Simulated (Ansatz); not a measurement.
C₅₃H₄₂N₂O₄⁻, that is spiro-OMeTAD half with one electron more. Charge -1, multiplicity 2. Geometry PBE-D4/def2-SVP, that of the neutral singlet.

```xyz
101

C     0.583    8.894    1.921
O     0.998    7.877    1.034
C     1.365    6.673    1.562
C     1.784    5.689    0.640
C     2.194    4.432    1.080
C     2.173    4.103    2.456
N     2.586    2.821    2.905
C     3.360    2.711    4.090
C     4.415    3.607    4.351
C     5.164    3.520    5.534
C     4.882    2.508    6.474
O     5.552    2.331    7.650
C     6.599    3.228    7.963
C     3.835    1.598    6.211
C     3.078    1.705    5.045
C     2.254    1.669    2.161
C     3.166    0.587    2.056
C     2.863   -0.544    1.288
C     1.642   -0.605    0.592
C     0.729    0.473    0.711
C     1.010    1.591    1.487
C    -0.518    0.215   -0.131
C    -1.824    0.197    0.659
C    -2.184   -0.638    1.719
C    -3.463   -0.497    2.286
C    -4.364    0.466    1.791
C    -4.003    1.305    0.724
C    -2.726    1.166    0.156
C    -2.076    1.875   -0.955
C    -2.521    2.929   -1.769
C    -1.663    3.425   -2.764
C    -0.379    2.875   -2.946
C     0.069    1.819   -2.133
C    -0.784    1.326   -1.143
C    -0.197   -1.144   -0.750
C    -0.993   -1.892   -1.608
C    -0.542   -3.166   -2.033
N    -1.364   -3.968   -2.855
C    -2.772   -3.958   -2.669
C    -3.331   -3.919   -1.376
C    -4.719   -3.881   -1.185
C    -5.585   -3.913   -2.297
O    -6.947   -3.889   -2.222
C    -7.541   -3.832   -0.942
C    -5.032   -3.973   -3.595
C    -3.649   -3.982   -3.778
C    -0.796   -4.793   -3.859
C    -1.272   -6.109   -4.067
C    -0.729   -6.914   -5.067
C     0.323   -6.438   -5.881
O     0.791   -7.305   -6.826
C     1.827   -6.864   -7.679
C     0.813   -5.133   -5.673
C     0.246   -4.320   -4.680
C     0.726   -3.630   -1.600
C     1.529   -2.859   -0.752
C     1.067   -1.608   -0.305
C     1.741    5.084    3.370
C     1.353    6.360    2.937
H     0.344    9.777    1.298
H    -0.327    8.604    2.495
H     1.383    9.170    2.645
H     1.791    5.945   -0.430
H     2.529    3.682    0.349
H     4.646    4.393    3.617
H     5.976    4.240    5.702
H     7.425    3.184    7.217
H     6.240    4.281    8.030
H     6.992    2.921    8.951
H     3.620    0.820    6.958
H     2.254    1.001    4.858
H     4.131    0.652    2.579
H     3.594   -1.364    1.215
H     0.287    2.416    1.566
H    -1.476   -1.390    2.101
H    -3.764   -1.144    3.125
H    -5.361    0.563    2.248
H    -4.711    2.055    0.340
H    -3.523    3.363   -1.630
H    -1.997    4.252   -3.409
H     0.279    3.278   -3.731
H     1.073    1.388   -2.269
H    -1.970   -1.513   -1.941
H    -2.666   -3.901   -0.500
H    -5.111   -3.833   -0.160
H    -8.636   -3.823   -1.102
H    -7.277   -4.718   -0.319
H    -7.250   -2.911   -0.386
H    -5.718   -3.992   -4.453
H    -3.232   -4.010   -4.795
H    -2.085   -6.495   -3.432
H    -1.097   -7.937   -5.236
H     2.754   -6.608   -7.115
H     1.524   -5.976   -8.281
H     2.048   -7.703   -8.366
H     1.627   -4.728   -6.290
H     0.623   -3.297   -4.535
H     1.070   -4.621   -1.931
H     2.505   -3.248   -0.422
H     1.715    4.845    4.443
H     1.027    7.098    3.683
```

Single mean-field runs in def2-SVP are fitted with def2-universal-jkfit. At PBE-D4/def2-SVP, PBE0-D4/def2-SVP, BHLYP-D4/def2-SVP the highest occupied level of the charge -1 doublet lies above zero (up to 0.91 eV). Energy differences disagree on whether the electron is bound (positive means bound): 0.38 eV (vertical, against the charge 0 singlet, at PBE-D4/def2-SVP), but -0.33 eV at BHLYP-D4/def2-SVP. At PBE-D4/def2-SVP the gap within one spin of the charge -1 doublet nearly closes, so an electron or hole may be smeared out by delocalisation error.

(1) Estimate the α-spin orbital energies around the gap (eV) in Ansatz with PBE-D4/def2-SVP, PBE0-D4/def2-SVP, BHLYP-D4/def2-SVP.

Answers

(1) 
| orbital | PBE-D4/def2-SVP | PBE0-D4/def2-SVP | BHLYP-D4/def2-SVP |
| --- | --- | --- | --- |
| HOMO−5 | -3.12 | -4.03 | -4.68 |
| HOMO−4 | -2.88 | -3.80 | -4.57 |
| HOMO−3 | -2.52 | -3.35 | -4.14 |
| HOMO−2 | -1.85 | -2.75 | -3.39 |
| HOMO−1 | -1.38 | -2.10 | -2.59 |
| HOMO | 0.91 | 0.89 | 0.72 |
| LUMO | 0.95 | 1.60 | 2.46 |
| LUMO+1 | 1.00 | 1.77 | 2.86 |
| LUMO+2 | 1.03 | 1.78 | 2.89 |
| LUMO+3 | 1.34 | 2.12 | 3.13 |
| LUMO+4 | 1.38 | 2.13 | 3.23 |
| LUMO+5 | 1.40 | 2.26 | 3.27 |
| β HOMO | -1.34 | -1.97 | -2.23 |
| β LUMO | 1.02 | 1.78 | 2.47 |
